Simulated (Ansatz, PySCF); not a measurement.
Molecule: HBr, charge 1, multiplicity 2. 
Coordinates optimised at B3LYP-D3(BJ)/def2-TZVP (Ansatz, a quantum-chemistry and plane-wave program):
```
Br
H 1 1.4597
```
Charge +1, spin multiplicity 2.

Total electronic energies in hartree. Valence correlation only, unless marked. Open shells are spin-unrestricted. Spin-orbit coupling is left out. The frozen core is the preceding noble-gas configuration, with the filled d and f shells of earlier blocks. Non-relativistic. FCI takes restricted orbitals. Basis-set limits of correlation are two-point, X^-3; Hartree-Fock from the larger set (for Q and 5 zeta extrapolated as (X+1)exp(-9√X)). The bracket is a focal-point correction in the basis named.

| level | program | energy (Eh) |
|---|---|---|
| HF/def2-TZVPPD | Ansatz | -2572.60970 |
| revPBE/def2-TZVPD | Ansatz | -2574.11192 |
| TPSS/def2-TZVPD | PySCF | ___ |
| PBE0/6-31G* | Ansatz | -2573.72132 |
| PBE0-D3(BJ)/def2-TZVP | Ansatz + dftd3 | -2574.02817 |
| CAM-B3LYP/def2-TZVPD | Ansatz | -2574.45083 |
| wB97X-V/def2-TZVPD | Ansatz | -2574.08953 |
| B2PLYP-D3(BJ)/def2-TZVPD | Ansatz + dftd3 | ___ |
| CCSD/STO-3G | Ansatz | -2544.92613 |
| CCSD/def2-QZVPPD | Ansatz | -2572.83278 |
| CCSD/CBS(cc-pVTZ,cc-pVQZ) | Ansatz | -2572.8417 |
| CCSD(T)/def2-SVPD | Ansatz | -2572.42230 |
| FCI/6-31G | Ansatz | ___ |
| RI-MP2/CBS(def2-TZVPP,def2-QZVPP)+[CCSD(T)-MP2]/def2-SVP | Ansatz | -2572.8432 |
| CCSD(T)/CBS(cc-pVQZ,cc-pV5Z) | Ansatz | -2572.8480 |

**Question.** Complete the blanks.

**Answer.** 
- TPSS/def2-TZVPD, energy (Eh): -2574.23620
- B2PLYP-D3(BJ)/def2-TZVPD, energy (Eh): -2573.90919
- FCI/6-31G, energy (Eh): -2572.27153
